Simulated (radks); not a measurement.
Task: Species: Bi. Configuration: [Hg] 6p3. Method: scalar-relativistic Kohn-Sham, PBE, spin-polarised, spherical densities, finite nucleus; open shells are filled with parallel spins first (spin-orbit coupling, left out, can overturn this in heavy ions); Fermi nuclear charge, rms radius 5.5211 fm; computed with a radial shooting solver on a logarithmic mesh with Libxc functionals. Some entries of the table are withheld. Estimate them.

orbital,occ.,eigenvalue (eV),<1/r> (bohr^-1)
1s up,1,-90616.95,103.2
1s down,1,-90616.92,103.2
2s up,1,-16282.70,24.25
2s down,1,-16282.69,24.25
2p up,3,-13934.57,21.22
2p down,3,-13934.55,21.22
3s up,1,-3930.388,8.988
3s down,1,-3930.368,8.988
3p up,3,-3259.122,8.110
3p down,3,-3259.099,8.110
3d up,5,-2583.329,7.603
3d down,5,-2583.310,7.603
4s up,1,-901.8940,3.877
4s down,1,-901.8614,3.877
4p up,3,-681.8405,3.480
4p down,3,-681.8053,3.480
4d up,5,-429.8335,3.131
4d down,5,-429.7935,3.131
5s up,1,-157.4318,1.644
5s down,1,-157.3364,1.644
4f up,7,-152.3616,2.745
4f down,7,-152.3153,2.745
5p up,3,(1),(2)
5p down,3,(3),(4)
5d up,5,-26.9739,1.060
5d down,5,-26.6643,1.068
6s up,1,-14.9530,(5)
6s down,1,-13.3981,(6)
6p up,3,-5.1805,0.4187
6p down,0,-3.3605,0.4152

Result: 
(1) 5p up eigenvalue (eV): -95.6488
(2) 5p up <1/r> (bohr^-1): 1.409
(3) 5p down eigenvalue (eV): -95.5545
(4) 5p down <1/r> (bohr^-1): 1.409
(5) 6s up <1/r> (bohr^-1): 0.5849
(6) 6s down <1/r> (bohr^-1): 0.5963
